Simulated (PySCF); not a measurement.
These are TPSSh-D3(BJ)/def2-TZVP // TPSS-D3(BJ)/def2-SVP run with PySCF 2.14.0 values and carry that method's errors. Isolated molecules, 0 K electronic values unless said otherwise. 

Reference species: [Ti(Cl)(F)3] (neutral, multiplicity 1).

```json
{
  "HOMO–LUMO gap": "5.45 eV",
  "LUMO": "-3.95 eV",
  "charge on the central atom (meta-Löwdin)": "1.53 e",
  "dipole_moment": "0.08 D"
}
```

After one change: the HOMO–LUMO gap falls by 0.49 eV; the LUMO decreases by 0.21 eV; the charge on the central atom (meta-Löwdin) decreases by 0.13 e; the dipole moment rises by 0.08 D.

Question: Name the change that produced these shifts. The new species is one of these.
(A) [Ti(F)4]
(B) [Ti(Cl)2(F)2]
(C) [Ti(Cl)3(F)]
(D) [Ti(Cl)4]

Answer: B, [Ti(Cl)2(F)2]
